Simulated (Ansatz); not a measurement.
A nudged elastic band was laid between two geometries of CH$_{2}$AlFOS (7 atoms, charge 0, multiplicity 1).

Theory: Ansatz, RKS LDA/def2-SVP.

| Quantity | Value |
| --- | --- |
| movable images | 7 |
| climbing image | yes |
| spring | 5.0 eV/Å² |
| optimiser | quadratic models (default) |
| start path | through a guess of the saddle point |
| force threshold | 0.03 eV/Å |
| iteration limit | 60 |
| end points | relaxed |

Image 0:

```xyz
7
Properties=species:S:1:pos:R:3
F 0.085 -1.690 0.508
C -0.128 -0.384 0.239
S -0.540 0.518 1.750
O -1.061 -0.175 -0.743
Al 0.468 0.444 -1.404
H 0.566 0.097 2.432
H 0.671 1.121 -2.828
```

Image 8:

```xyz
7
Properties=species:S:1:pos:R:3
F 0.175 -1.758 0.438
C 0.161 -0.426 0.233
S 0.511 0.476 1.741
O -0.981 -0.042 -0.468
Al 0.383 0.458 -1.457
H -0.660 0.135 2.375
H 0.472 1.089 -2.908
```

(1) What changes between the two ends?

(2) What energy profile does the band end with?

(3) What is the geometry of the highest image?

(4) What are the harmonic wavenumbers there?

Results:

(1) No bond is made or broken. The dihedral F1–C2–S3–H6 goes from 54 to -68°.

(2) The forces met the threshold. The highest image is number 3 of 0 to 8, 0.125 eV above the first end and 0.171 eV above the last; the last end lies 0.046 eV below the first. A vibrational analysis at the climbing image gives one clearly imaginary mode, 220i cm⁻¹: a first-order saddle point.

```csv
image,path coordinate (Å),energy (eV),dihedral F1–C2–S3–H6 (°)
0,0.00,0.000,54
1,0.45,0.021,75
2,0.90,0.083,101
3,1.35,0.125,131
4,1.89,0.081,165
5,2.43,0.052,-161
6,2.97,0.031,-126
7,3.52,-0.025,-93
8,4.06,-0.046,-68
```

(3) 
```xyz
7
Properties=species:S:1:pos:R:3:forces:R:3
F -0.070 -1.928 0.333 0.00 0.00 -0.01
C -0.154 -0.582 0.274 0.01 0.01 0.02
S -0.433 0.028 1.963 -0.01 -0.01 0.00
O -1.089 -0.191 -0.675 0.01 0.00 -0.01
Al 0.447 0.431 -1.259 -0.01 -0.01 0.00
H 0.552 0.964 1.913 0.01 0.01 0.00
H 0.809 1.209 -2.594 0.00 0.00 0.00
```

(4) 220i, 166, 302, 340, 350, 388, 425, 573, 704, 799, 883, 1058, 1146, 1912, 2640 cm⁻¹.

The run took 2.5 min on 1 thread of Arm Neoverse V1, on a shared host, peak memory 0.12 GiB.
